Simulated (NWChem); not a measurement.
Species: ZnO; SMILES [O]=[Zn]

Computed with NWChem. The geometry was optimised at PBE0/def2-SVP. B3LYP is NWChem's, with the RPA form of VWN correlation.

**Question.** Among these, which level gives the lowest value of “dipole (D)”?
(A) B3LYP/def2-QZVP
(B) B3LYP/def2-TZVPP
(C) B3LYP/STO-3G
(D) B3LYP/def2-TZVPD

**Answer.** C, B3LYP/STO-3G. Values: B3LYP/STO-3G 1.61; B3LYP/def2-TZVPP 5.52; B3LYP/def2-QZVP 5.67; B3LYP/def2-TZVPD 5.71
